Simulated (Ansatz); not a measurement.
Consider the cleavage of the Si–Al bond: `[NH2][Al]([OH])[SiH3]` + `SC1CO1` → `[SiH3]SC1CO1` + `[NH2][AlH][OH]`.

Program: Ansatz. Geometries: PBE0-D4/def2-TZVP. ΔE: electronic, gas phase. CCSD(T)/CBS is the MP2 limit (def2-TZVPP, def2-QZVPP) plus CCSD(T) − MP2 in def2-TZVPP, frozen cores. This one scheme is used for every species. DFT in def2-TZVPP. Each species was taken in one conformer, which may not be the lowest.

`[NH2][Al]([OH])[SiH3]`:

Cartesian coordinates in Å:
```
N -1.885 -0.616 0.564
Al -0.521 -0.122 -0.437
O -0.801 -0.070 -2.112
Si 1.633 0.447 0.572
H -2.797 -0.863 0.217
H -1.856 -0.689 1.568
H -0.140 0.181 -2.754
H 2.727 -0.431 0.064
H 1.609 0.311 2.057
H 2.031 1.851 0.262
```

`SC1CO1`:

Z-matrix (Å, degrees):
```
C
C 1 1.455
O 1 1.407 2 59.7
S 1 1.780 2 124.7 3 -107.1
H 1 1.088 2 119.2 3 103.7
H 2 1.087 1 120.2 3 -103.1
H 2 1.087 1 119.0 3 103.6
H 4 1.343 1 96.3 2 19.2
```

`[SiH3]SC1CO1`:

```xyz
11

Si    1.988   -0.065    0.814
S     0.766    0.819   -0.701
C    -0.679   -0.219   -0.510
C    -1.999    0.350   -0.755
O    -1.561    0.038    0.558
H     3.328    0.548    0.649
H     2.059   -1.535    0.603
H     1.467    0.206    2.176
H    -0.504   -1.273   -0.711
H    -2.791   -0.282   -1.148
H    -2.074    1.412   -0.976
```

`[NH2][AlH][OH]`:

Cartesian coordinates in Å:
```
N 0.668 -0.915 0.709
Al -0.459 0.234 -0.005
O 0.079 1.085 -1.372
H 1.598 -1.100 0.370
H 0.468 -1.478 1.518
H -1.898 0.445 0.611
H -0.456 1.729 -1.831
```

Is it downhill or uphill in electronic energy at CCSD(T)/CBS, and by how much? (Best estimate.)

Computed: Downhill: ΔE = -0.52 eV.

What do these levels give: PBE-D4, PBE, PBE0, CCSD(T)/def2-TZVPP, HF/CBS(def2), MP2/CBS(def2)? (Best estimate.)

Ansatz gave: PBE-D4 -0.40, PBE -0.37, PBE0 -0.42, CCSD(T)/def2-TZVPP -0.49, HF/CBS(def2) -0.59, MP2/CBS(def2) -0.65 eV.

Largest T1 diagnostic among the species: 0.013.

The D4 term adds −0.05 eV with B3LYP and −0.02 eV with PBE0; it sums over pairs of atoms, weighted by their polarisabilities, and B3LYP, whose exchange is more repulsive, gets the larger term. From PBE to PBE0 (25 % exact exchange), in def2-TZVPP and without D4, ΔE moves by −0.05 eV.

B3LYP here is the variant with VWN-RPA as its local correlation; programs differ in this.
